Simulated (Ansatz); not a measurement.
Total energies of C₂H₈InNOSi, SMILES `C=C(N)[SiH](O)[InH2]`.

Cartesian coordinates in Å:
```
C -0.1617 0.4665 -2.0136
C 0.1020 0.3838 -0.7124
N -0.5377 1.2369 0.2463
Si 0.8338 -1.1056 0.2072
O 2.2561 -0.7190 0.9775
In -1.2188 -0.7632 1.7173
H -0.8107 1.2330 -2.4337
H 0.2483 -0.2596 -2.7042
H 0.1288 1.6828 0.8672
H -1.1340 1.9461 -0.1661
H 1.0944 -2.1671 -0.8097
H 3.0374 -0.6548 0.4246
H -2.7729 -1.1948 1.0976
H -1.0649 -0.0849 3.3019
```

The species carries charge 0 and has multiplicity 1. Correlated methods include outer-core shells of In, which these sets cover unevenly. In takes the def2 core potential. The geometry is a stationary point of PBE0-D4/def2-TZVP. It is one conformer, not always the lowest. Basis def2-TZVPP, the Gaussian-basis code of Ansatz.

RPA on PBE orbitals: Hartree–Fock energy of these orbitals -687.86913 Eh, correlation -1.89778 Eh (frozen core).

| functional | energy without D4 (Eh) | D4 term (kJ/mol) |
| --- | --- | --- |
| B3LYP | -690.83002 | -60.0 |
| HSE06 (plane-wave form) | -690.35278 | -30.0 |

(1) Give the same for LDA (SPW92), PBE, revPBE, BLYP, r2SCAN, B97M-V, PBE0, r2SCANh, r2SCAN0, BHLYP, CAM-B3LYP, LC-ωPBE, ωB97X-V, ωB97M-V, B2PLYP, PBE-QIDH. (Best estimate.)

B3LYP takes the VWN-RPA correlation (the form of Gaussian; ORCA's B3LYP/G). HSE06 is the plane-wave form, built on full-range PBE exchange. The double hybrids freeze the cores in their second-order part.

Answers

(1) The calculation gave: 
```csv
functional,energy without D4 (Eh),D4 term (kJ/mol)
LDA (SPW92),-687.52453,–
PBE,-690.33078,-37.1
revPBE,-690.65640,-101.5
BLYP,-690.61172,-79.4
r2SCAN,-690.66664,-9.2
B97M-V,-690.64035,–
PBE0,-690.37195,-31.8
r2SCANh,-690.63965,-10.0
r2SCAN0,-690.60098,-11.0
BHLYP,-690.53333,-49.9
CAM-B3LYP,-690.62629,-32.8
LC-ωPBE,-690.54394,–
ωB97X-V,-690.60553,–
ωB97M-V,-690.57874,–
B2PLYP,-690.23407,–
PBE-QIDH,-690.05299,–
```

LC-ωPBE has ω = 0.4 bohr⁻¹.
